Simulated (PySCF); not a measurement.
C₄H₅BO₂, SMILES B1(OC=CC1=C)O.

The structure is a stationary point at B3LYP-D3(BJ)/def2-SVP. The structure was generated by enumeration, and PubChem lists no compound with its InChIKey, so it may never have been made. One conformer was computed; it need not be the lowest.

Computed with PBE/def2-TZVP in PySCF.

Gas-phase values at a fixed geometry.

- total energy = -330.52707 hartree
- point group = Cs
- highest occupied level = -5.42 eV
- lowest empty level = -2.31 eV
- orbital gap = 3.11 eV
- dipole moment = 0.67 D
- quadrupole, principal values (traceless, Buckingham form, about the centre of nuclear charge) = -6.36, -0.84, 7.20 D·Å
- mean static polarisability = 68.8 bohr³ (10.19 Å³)
- polarisability, principal values = 40.3, 70.8, 95.2 bohr³
